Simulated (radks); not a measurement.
The numbers below are computed, except where a source is named.
Neutral boron inside a hard spherical wall (all orbitals vanish at R), configuration held at [He] 2s2 2p1 and not refilled when levels cross. Level of theory: non-relativistic Kohn-Sham, PBEsol, spin-polarised, spherical densities, point nucleus; open shells are filled with parallel spins first (a radial shooting solver on a logarithmic mesh with Libxc functionals). Eigenvalues in eV for spin up, with the zero of energy where the potential of the charges vanishes at infinity; a dash marks a level that is unbound or too diffuse for the functional's potential to be trusted. A positive occupied level is held by the wall or, in an anion where self-interaction has pushed it up, behind a barrier. The pressure on the wall is -dE/dV.

[
 {"R (bohr)": "free", "E (hartree)": "-24.47226", "kinetic (hartree)": "24.358", "e(1s)": "-179.46", "e(2s)": "-9.817", "e(2p)": "-3.977", "e(3s, empty)": "-", "e(3p, empty)": "-", "pressure (GPa)": "0"},
 {"R (bohr)": "15", "E (hartree)": "-24.47226", "kinetic (hartree)": "24.358", "e(1s)": "-179.46", "e(2s)": "-9.817", "e(2p)": "-3.976", "e(3s, empty)": "-0.078", "e(3p, empty)": "0.669", "pressure (GPa)": "< 0.0001"},
 {"R (bohr)": "12", "E (hartree)": "-24.47225", "kinetic (hartree)": "24.358", "e(1s)": "-179.46", "e(2s)": "-9.815", "e(2p)": "-3.975", "e(3s, empty)": "0.192", "e(3p, empty)": "1.180", "pressure (GPa)": "0.000198"},
 {"R (bohr)": "10", "E (hartree)": "-24.47216", "kinetic (hartree)": "24.359", "e(1s)": "-179.44", "e(2s)": "-9.805", "e(2p)": "-3.963", "e(3s, empty)": "0.693", "e(3p, empty)": "1.970", "pressure (GPa)": "0.00258"},
 {"R (bohr)": "5", "E (hartree)": "-24.43651", "kinetic (hartree)": "24.553", "e(1s)": "-177.51", "e(2s)": "-8.639", "e(2p)": "-2.496", "e(3s, empty)": "11.636", "e(3p, empty)": "14.193", "pressure (GPa)": "4.38"},
 {"R (bohr)": "3.5", "E (hartree)": "-24.19573", "kinetic (hartree)": "25.454", "e(1s)": "-171.38", "e(2s)": "-4.105", "e(2p)": "2.674", "e(3s, empty)": "36.443", "e(3p, empty)": "36.988", "pressure (GPa)": "75.5"},
 {"R (bohr)": "3", "E (hartree)": "-23.89835", "kinetic (hartree)": "26.344", "e(1s)": "-166.57", "e(2s)": "0.423", "e(2p)": "7.341", "e(3s, empty)": "57.366", "e(3p, empty)": "54.883", "pressure (GPa)": "223"}
]
